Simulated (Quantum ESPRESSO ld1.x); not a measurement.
Problem. The mean radii <r> (bohr) of the occupied orbitals of an atom or ion are listed with their occupations. All-electron calculation, scalar-relativistic Kohn-Sham, revPBE, spin-unpolarised, spherical densities, point nucleus. Program: ld1.x of Quantum ESPRESSO 7.5.

| orbital | occ. | <r> |
|---|---|---|
| 1s | 2 | 0.02611 |
| 2s | 2 | 0.1121 |
| 2p | 6 | 0.09821 |
| 3s | 2 | 0.2990 |
| 3p | 6 | 0.2970 |
| 3d | 10 | 0.2735 |
| 4s | 2 | 0.6947 |
| 4p | 6 | 0.7394 |
| 4d | 10 | 0.8365 |
| 5s | 2 | 1.742 |
| 5p | 6 | 2.084 |
| 6s | 1 | 5.784 |

Name the element and its charge.

Solution. Z = 55, caesium, charge 0: Cs in [Xe] 6s1. The 1s radius gives Z: for a bare nucleus <r> = (2 gamma + 1)/(2Z) with gamma = sqrt(1 - (Z/c)^2), 0.02574 bohr for Z = 55, and screening makes it slightly larger (0.02611 here). The occupations add up to 55, and the charge is Z minus that.
